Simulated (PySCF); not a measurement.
Bonds (- single, = double, # triple, : aromatic): C1:C2, C2:C3, C3:C4, C4:C5, C5:C6, C5-C7, C7-C8, C8-O9, C6:C1, O9-C4. C1 carries H10; C2 carries H11; C3 carries H12; C6 carries H13; C7 carries H14, H15; C8 carries H16, H17.

All values are calculated (PySCF): GIAO PBE/pcSseg-1 shieldings, geometry from PBE0-D3(BJ)/def2-SVP, spin–spin couplings from B3LYP/pcJ-1 (without the spin–dipole term). Single conformer, isolated molecule, non-relativistic Hamiltonian, fast rotation and ring inversion assumed for equivalent nuclei.

Question: Predict the 2D correlation tables (HSQC, COSY, HMBC).

Answer: 

HSQC (one-bond C–H):
```csv
δH,δC,"$^{1}J$(C,H) (Hz)"
7.12 (H13),126.9 (C6),164
7.01 (H11),131.0 (C2),166
6.72 (H10),121.8 (C1),168
6.60 (H12),110.6 (C3),170
4.58 (H16/H17),74.1 (C8),154
3.24 (H14/H15),33.7 (C7),139
```

COSY cross peaks (|J| ≥ 2 Hz):
```csv
δH,δH,abs. J (Hz),bonds
7.12 (H13),6.72 (H10),8.2,3
7.01 (H11),6.72 (H10),8.3,3
7.01 (H11),6.60 (H12),9.0,3
4.58 (H16/H17),3.24 (H14/H15),13.9,3
```

HMBC (two and three bonds, |J| ≥ 2.5 Hz):
```csv
δH,δC [abs. J in Hz]
7.12 (H13),"163.6 (C4) [8.4], 131.0 (C2) [8.3], 33.7 (C7) [3.3]"
7.01 (H11),"163.6 (C4) [10.7], 126.9 (C6) [9.6]"
6.72 (H10),"127.4 (C5) [9.0], 110.6 (C3) [8.8]"
6.60 (H12),"163.6 (C4) [2.5], 127.4 (C5) [5.0], 121.8 (C1) [7.8]"
3.24 (H14/H15),"163.6 (C4) [3.2], 127.4 (C5) [6.2], 126.9 (C6) [2.6]"
```

Referencing at the same level of theory: TMS for $^{1}$H and $^{13}$C.

Unscaled 3J(H,H) at this level run about 10 % above measured values. Shifts are as computed. Against solution values, carbons near 30 ppm lie about +2 ppm off and those near 130 ppm about +2 ppm. Of 1211 compounds with measured shifts, 218 miss one by over three times the rms of a fit or turn the order of signals round; such compounds aren't used in these exercises.
